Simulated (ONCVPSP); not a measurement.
## molybdenum (Mo): ONCV pseudisation with PBE, fully relativistic reference atom.

molybdenum, optimised norm-conserving Vanderbilt (ONCV), made with ONCVPSP 4.0.1 (PBE, fully relativistic). Core [Ar] 3d10, reference 4s2 4p6 4d5 5s1. Waves: 4s+5s: rc 2.05 bohr, ncon 4, nbas 7, qcut 7.8 1/bohr, 2 projectors; 4p: rc 1.35 bohr, ncon 4, nbas 9, qcut 5.5 1/bohr, 2 projectors, debl 3.7 Ha; 4d: rc 2.55 bohr, ncon 4, nbas 8, qcut 6.1 1/bohr, 2 projectors, debl 1 Ha. Local part: polynomial inside 1.20 bohr (lpopt 5, dvloc0 1 Ha). Core correction: polynomial model core, fcfact 0.45.

Open shells are filled in proportion to 2j + 1.

All-electron outer shells of the reference configuration (PBE, scalar-relativistic, ld1.x):

```tsv
shell	level (eV)	outermost node (bohr)	outermost maximum (bohr)
3d	-220.98	–	0.32
4s	-64.35	0.51	0.99
4p	-38.49	0.52	1.08
5s	-4.09	1.34	2.93
4d	-3.75	0.53	1.38
```

Q: Estimate the cutoffs (Ha) at which the residual kinetic energy of the hardest occupied pseudo-wave falls to 1 and 0.1 mHa per electron.

A: 57 Ha and 144 Ha.

Q: What does a ghost test show?

A: No bound ghost flagged; GHOST(+) flagged for s at 150.1 eV.

Q: Which valence shell sets the plane-wave cutoff?

A: 4p: 57 Ha for 1 mHa per electron, against 17 Ha for 4s.

Q: Tests: 4s2 4p6 4d5 5s0; 4s2 4p6 4d4 5s0; 4s2 4p6 4d3 5s0; 4s2 4p6 4d4 5s2. Which has the largest error in its energy relative to the reference configuration, and how large is it?

A: 4s2 4p6 4d3 5s0, with +59 meV (all-electron minus pseudo) on +49.09 eV.
